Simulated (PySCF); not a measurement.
# Ce⁵²⁺ (cerium, charge +52): Hartree-Fock from Schrödinger to Dirac-Coulomb-Breit

Occupied: 1s1/2, 2s1/2, 2p1/2. Hartree-Fock calculated with PySCF 2.14 in an even-tempered Gaussian basis (16 s from 10 bohr⁻², ratio 2.7; 12 p from 12 bohr⁻², ratio 2.7), Gaussian nucleus throughout. NR is non-relativistic, sf-X2C the spin-free one-electron X2C Hamiltonian, X2C adds the bare one-electron spin-orbit term, X2C-SNSO screens it by Boettger's factors, DC is four-component Dirac-Coulomb, and the Gaunt and Breit terms are added at first order (total energies over the DC spinors, levels after relaxing the spinors in that mean field). QED terms are absent. Levels marked empty are virtual spinors of this ion.

| level (eV) | X2C | X2C-SNSO |
| --- | --- | --- |
| 1s1/2 | -45494.0 | -45495.2 |
| 2s1/2 | -10740.2 | -10740.6 |
| 2p1/2 | -10569.1 | -10555.8 |
| 2p3/2 (empty) | -9801.9 | -9807.3 |
| 3s1/2 (empty) | -4474.3 | -4474.4 |

Where do the four-component calculations put these levels?

1s1/2: DC -45525.0, DC+Gaunt -45430.4, DC+Breit -45433.5; 2s1/2: DC -10744.4, DC+Gaunt -10734.9, DC+Breit -10735.8; 2p1/2: DC -10559.2, DC+Gaunt -10539.5, DC+Breit -10541.8; 2p3/2 (empty): DC -9807.9, DC+Gaunt -9798.2, DC+Breit -9800.5; 3s1/2 (empty): DC -4475.4, DC+Gaunt -4472.7, DC+Breit -4473.1 (eV).

```tsv
Hamiltonian	E (hartree)	E − E(DC) (hartree)	CPU seconds
X2C	-5110.7982	0.9200	0.21
X2C-SNSO	-5109.8029	1.9153	0.21
DC	-5111.7182	0.0000	8.8
DC+Gaunt	-5107.0160	4.7022	18
DC+Breit	-5107.2599	4.4583	51
```

Weight of the small component: 1s1/2 0.0463, 2s1/2 0.0109, 2p1/2 0.0108, 2p3/2 0.0102, 3s1/2 0.00451.

Koopmans' value for the highest occupied level at DC+Breit: 10541.8 eV, against an ionisation energy of 10542 ± 4 eV (theoretical estimate listed by NIST; NIST Atomic Spectra Database, ionization energies); the former lacks relaxation, correlation, QED and recoil.

The whole ladder took 81 s of wall time on 1 thread of Neoverse-N1 (shared host), launched as `OMP_NUM_THREADS=1 python relrun2.py TASK.json OUT` (a driver that calls PySCF for each Hamiltonian).
